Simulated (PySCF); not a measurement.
Unknown compound

Molecular formula: C6H11FO. Simulated spectra:

$^{1}$H NMR (300 MHz, computed): δ 2.40 (m, 2H), 1.15 (s, 9H).

$^{13}$C{$^{1}$H} NMR (computed): δ 171.6 (C), 46.8 (CH2), 31.5 (C), 29.6 (CH3).

Theoretical values (PySCF 2.14.0 with density-fitted response routines): PBE0/pcSseg-1 with gauge-including orbitals, GFN2-xTB geometry. A single conformation, non-relativistic Hamiltonian, isolated molecule, rapidly exchanging positions averaged.

Shifts are taken against calculated references (same method and geometry level): $^{1}$H (σref 31.72), $^{13}$C (σref 186.93) vs TMS.

Choose the structure that fits.
A. CO[C@H]1C[C@@](C)(F)C1
B. CC(C)(C)CC(=O)F
C. CC/C=C(/CF)OC
D. COC/C(C)=C\CF

Answers

B. 

- Rings plus π bonds: 1 (no ring in the answer).
- 4 carbon signals for 6 carbons: some carbons are equivalent by symmetry or fast rotation.
- Carbon types of the structure: 2 × C, 1 × CH2, 3 × CH3, which accounts for all hydrogens.
- δC 171.6: carbonyl carbon.
- δC 46.8: sp3 CH2 α to a carbonyl; the adjacent C=O deshields it moderately.
- δC 31.5: quaternary sp3 carbon; a saturated carbon with 4 carbon neighbours and no heteroatom attached.
- δC 29.6: methyl carbon; saturated and bonded to C and H only.
- δH 2.40: hydrogen on an sp3 CH2 α to a carbonyl; α to C=O.

The others: CO[C@H]1C[C@@](C)(F)C1 would give 5 carbon signals, not 4; CC/C=C(/CF)OC would give 6 carbon signals, not 4; COC/C(C)=C\CF would give 6 carbon signals, not 4.

Splittings by $^{19}$F in the carbon and heteronuclear signals aren't shown, as no couplings were computed. Shifts are as computed. Against solution values, carbons near 30 ppm lie about +3 ppm off and those near 130 ppm about +5 ppm. Of 1211 compounds with measured shifts, 218 miss one by over three times the rms of a fit or turn the order of signals round; such compounds aren't used in these exercises. Multiplicities follow the n + 1 count of equivalent neighbours, as no J values were calculated; m marks all less simple cases, F and P coupling included.
